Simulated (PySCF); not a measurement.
**¹⁷O chemical shifts**

PySCF calculation with shieldings: GIAO PBE0/pcSseg-1 and geometry: GFN2-xTB; isolated molecule, fast rotation and ring inversion assumed for equivalent nuclei, single conformer, non-relativistic Hamiltonian.

Shieldings were converted by a linear fit to measured shifts: ¹⁷O: δ = 266.70 − 0.911σ (rms 10.7 ppm, 155 shifts, 12.2 ppm with the 3 outliers that the fit left out vs liquid water, solution or neat liquid). Occasional misses reach two or three times the rms, and more in compound classes unlike the fitted ones.

**Question.** Give the ¹⁷O shifts of `CSc1cccc(C(=O)F)c1`, `O=C=C(C=O)[C@@H]([SiH3])OC=O`, `C=CC1(C=C)C[C@H]1C(=O)F`.

**Answer.** 
```tsv
compound	environment	δ (ppm)
CSc1cccc(C(=O)F)c1	carbonyl oxygen	349.5
[O:1]=[C:2]=[C:3]([CH:4]=[O:5])[C@@H:6]([SiH3:7])[O:8][CH:9]=[O:10]	O5: aldehyde oxygen	549.1
[O:1]=[C:2]=[C:3]([CH:4]=[O:5])[C@@H:6]([SiH3:7])[O:8][CH:9]=[O:10]	O10: ester carbonyl oxygen	374.9
[O:1]=[C:2]=[C:3]([CH:4]=[O:5])[C@@H:6]([SiH3:7])[O:8][CH:9]=[O:10]	O1: carbonyl oxygen	347.7
[O:1]=[C:2]=[C:3]([CH:4]=[O:5])[C@@H:6]([SiH3:7])[O:8][CH:9]=[O:10]	O8: ester alkoxy oxygen	151.8
C=CC1(C=C)C[C@H]1C(=O)F	carbonyl oxygen	351.5
```

**Question.** Order these by ¹⁷O shift, lowest first.
A. C=CNC(=O)C=C
B. CCC(=O)CC#N
C. C=CC(=C)NC=O
D. OC[C@H](F)c1ccccc1
E. C=C(C#N)OCC
F. Cn1ccc(O)c1

**Answer.** D (-8.0 ppm, alcohol oxygen), F (34.7 ppm, phenol-type oxygen), E (71.5 ppm, ether oxygen), A (316.0 ppm, amide-type carbonyl oxygen), C (375.5 ppm, amide-type carbonyl oxygen), B (580.1 ppm, ketone oxygen).

In solution the two oxygens of a carboxylic acid give one averaged line by proton exchange, and hydrogen bonding shields acid and N–H amide carbonyl oxygens by tens of ppm; neither is in these numbers.
